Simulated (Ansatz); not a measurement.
A thermochemical cycle in electronic energies (no zero-point or thermal terms), species as SMILES, kcal/mol. Structures are relaxed separately at B3LYP-D3(BJ)/def2-TZVP in Ansatz (a program for electronic structure), one conformer each, not searched for the lowest. Correlated levels leave the core frozen unless marked. Open shells are spin-unrestricted. No spin-orbit coupling. Non-relativistic. Basis-set limits of correlation are two-point, X^-3; Hartree-Fock from the larger set. Anions need diffuse functions, of which def2-TZVPD holds fewer than the aug- sets.

| step | CCSD(T)/CBS(aug-cc-pV(T+d)Z,aug-cc-pV(Q+d)Z) (Ansatz) | PBE0-D4/def2-TZVPD (Ansatz + dftd4) |
|---|---|---|
| bond energy D: N[SiH](N)N -> N[Si](N)N + H atom | 101.1 | 94.8 |
| electron affinity EA, positive where the anion is bound: N[Si](N)N + e- → N[Si-](N)N | 17.0 | 12.1 |
| ionisation of the H atom at the same level, IE | 313.7 | 314.4 |

Q: Find the deprotonation energy A: N[SiH](N)N -> N[Si-](N)N + H+.

A: Breaking the bond, ionising the H atom and attaching the electron to the radical add up to the deprotonation, A = D + IE - EA. At CCSD(T)/CBS(aug-cc-pV(T+d)Z,aug-cc-pV(Q+d)Z): A = D + IE - EA = 101.1 + 313.7 - 17.0 = 397.8. At PBE0-D4/def2-TZVPD: A = D + IE - EA = 94.8 + 314.4 - 12.1 = 397.1. The functional differs from the first level by -6.3 in D, -4.9 in EA and -0.7 in A; for EA and A the gap mixes functional and basis. The site is the one shown; other sites or isomers of the anion may lie lower.
